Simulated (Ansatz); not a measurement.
Reaction (ligand exchange at a Ge–C bond): `S[CH2][GeH2][Cl]` + CH₃OH → `C[O][GeH2][Cl]` + CH₃SH

Computed with Ansatz on PBE0-D4/def2-TZVP structures; ΔE is electronic, products minus reactants. CCSD(T)/CBS adds triple-zeta CCSD(T) − MP2 to the extrapolated MP2 energy (def2 sets, frozen cores). This one scheme is used for every species. DFT in def2-TZVPP. B3LYP here is the variant with VWN-RPA as its local correlation; programs differ in this. HSE06 is defined as in plane-wave codes. For Ge outer-core shells are correlated without core-valence functions, which leaves a few kJ/mol of doubt a bond. Scalar relativity is left out up to krypton. Each species was taken in one conformer, which may not be the lowest.

`S[CH2][GeH2][Cl]`:

```xyz
9

S     1.494   -1.425    0.253
C     0.951    0.262   -0.088
Ge   -0.973    0.384   -0.396
Cl   -1.918   -0.356    1.404
H     0.614   -1.681    1.237
H     1.256    0.948    0.704
H     1.460    0.564   -1.006
H    -1.459    1.833   -0.567
H    -1.425   -0.528   -1.541
```

CH₃OH:

```xyz
6

C    -0.035    0.352   -0.037
O    -0.457   -0.984    0.104
H    -0.934    0.966   -0.107
H     0.556    0.511   -0.948
H     0.549    0.700    0.824
H     0.320   -1.544    0.165
```

`C[O][GeH2][Cl]`:

```xyz
9

C     0.658    0.547   -1.142
O    -0.238    0.801   -0.084
Ge   -0.588   -0.525    1.033
Cl   -1.932    0.318    2.461
H     0.758    1.467   -1.721
H     1.656    0.262   -0.782
H     0.295   -0.241   -1.815
H     0.695   -0.961    1.756
H    -1.303   -1.668    0.295
```

CH₃SH:

Cartesian coordinates in Å:
```
C 0.257 0.407 0.099
S -1.103 -0.764 0.305
H 1.219 -0.056 0.314
H 0.084 1.203 0.824
H 0.262 0.843 -0.899
H -0.718 -1.633 -0.643
```

```
         level  ΔE (kJ/mol)  difference from CCSD(T)/CBS
   LDA (SPW92)        -25.4                          5.7
     revPBE-D4        -29.8                          1.3
       BLYP-D4        -37.0                         -5.9
      B3LYP-D4        -37.0                         -5.9
    r2SCANh-D4        -36.9                         -5.8
       ωB97M-V        -34.6                         -3.5
      PBE-QIDH        -33.6                         -2.5
        revPBE        -35.5                         -4.4
          PBE0        -32.6                         -1.5
         HSE06        -32.5                         -1.4
         BHLYP        -44.9                        -13.8
 CCSD/def2-SVP        -41.2                        -10.1
 HF/def2-TZVPP        -54.3                        -23.2
MP2/def2-TZVPP        -33.6                         -2.5
MP2/def2-QZVPP        -31.4                         -0.3
CCSD/CBS(def2)        -32.8                         -1.7
   CCSD(T)/CBS        -31.1                            0
```

Largest T1 diagnostic among the species: 0.011.

In def2-TZVPP, CCSD(T) changes the Hartree–Fock value by +18.6 kJ/mol (the triples alone add +1.7 kJ/mol) and MP2 by +20.7 kJ/mol. The D4 term adds +5.8 kJ/mol with B3LYP and +3.1 kJ/mol with PBE0; it sums over pairs of atoms, weighted by their polarisabilities, and B3LYP, whose exchange is more repulsive, gets the larger term. Leaving LDA and LC-ωPBE aside and taking each functional with its dispersion term where it has one, the values, not all of them listed here, spread over 13.5 kJ/mol, from B97M-V to PBE-D4. LDA lies +7.3 kJ/mol from PBE without D4.
